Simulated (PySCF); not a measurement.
Species: C8H15FO2Si.
Bonds: O1–C2 (double), C2–C3, C3–C4, C4–F5, C2–O6, O6–Si7, Si7–C8, C8–C9, C9–C10, C10–C11, C11–C12, C8–C12. Hydrogens: H13, H14 on C3; H15, H16 on C4; H17, H18 on Si7; H19 on C8; H20, H21 on C9; H22, H23 on C10; H24, H25 on C11; H26, H27 on C12.

Theory: TDDFT PBE0/def2-SVPD, vertical, gas phase, core orbitals frozen in the response in PySCF 2.14.0, density-fitted response routines. Isolated species at its PBE0-D3(BJ)/def2-SVP geometry (one conformer only).

Computed states:

| state | E (eV) | f |
| --- | --- | --- |
| S1 | 5.85 | 0.0005 |
| S2 | 7.19 | 0.0031 |
| S3 | 7.32 | 0.0045 |
| S4 | 7.43 | 0.022 |
| S5 | 7.54 | 0.0053 |
| S6 | 7.74 | 0.023 |
| S7 | 7.93 | 0.090 |
| S8 | 7.96 | 0.024 |
| S9 | 8.03 | 0.020 |
| S10 | 8.08 | 0.017 |

Each state is given a Gaussian of 0.4 eV full width at half maximum, with ε(max) = 2.175×10⁸ f / Δν̃ (Δν̃ the width in cm⁻¹). The width is an assumption, not a result. The curve ends short of the highest state used, and states not computed would add to its high-energy end.

**Question.** Give the broadened spectrum and its maxima.

**Answer.** 
(E (eV), ε (L mol⁻¹ cm⁻¹)): (5.25, 0), (5.29, 0), (5.33, 0), (5.37, 1), (5.41, 1), (5.46, 2), (5.50, 4), (5.54, 6), (5.58, 9), (5.62, 13), (5.66, 17), (5.70, 22), (5.74, 26), (5.78, 30), (5.82, 32), (5.86, 33), (5.90, 32), (5.94, 29), (5.98, 25), (6.02, 20), (6.06, 16), (6.10, 12), (6.14, 8), (6.18, 5), (6.22, 3), (6.26, 2), (6.30, 1), (6.34, 1), (6.39, 0), (6.43, 0), (6.47, 0), (6.51, 0), (6.55, 0), (6.59, 0), (6.63, 1), (6.67, 2), (6.71, 5), (6.75, 9), (6.79, 17), (6.83, 31), (6.87, 52), (6.91, 86), (6.95, 135), (6.99, 205), (7.03, 302), (7.07, 431), (7.11, 595), (7.15, 796), (7.19, 1031), (7.23, 1294), (7.27, 1570), (7.31, 1843), (7.36, 2155), (7.40, 2369), (7.44, 2554), (7.48, 2730)

Maxima: 212 nm (5.85 eV), ε about 33, made up of S1 (100%) (ε in L mol⁻¹ cm⁻¹; maxima over ε = 5, shares over 10%). At its high-energy end, 7.48 eV, the curve is still rising (ε about 2700, from S4, S5 and S6).

**Question.** On this curve, what absorbance would a 10⁻³ mol/L sample give at 222 nm over a 1 cm path?

**Answer.** 222 nm is 5.585 eV, where ε is about 9.5 L mol⁻¹ cm⁻¹, so A = ε c l ≈ 0.0095 (Beer–Lambert, with the gas-phase spectrum and the assumed width).

**Question.** Coming from long wavelengths, where does ε first pass 100 L mol⁻¹ cm⁻¹?

**Answer.** At about 179 nm (6.92 eV), 1.07 eV above S1.

**Question.** What would ε be at 5.85 eV, the highest of these maxima, with half the width (0.2 eV)?

**Answer.** About 66 L mol⁻¹ cm⁻¹ against 33, a factor of about 2.00; a lone state at its own centre would give exactly 2.

On an Intel Xeon Platinum 8488C with 2 threads (shared host), this took 2.1 min wall, 4.6 min CPU (grids of density and orbitals included) and 2.1 GiB of memory at its peak.
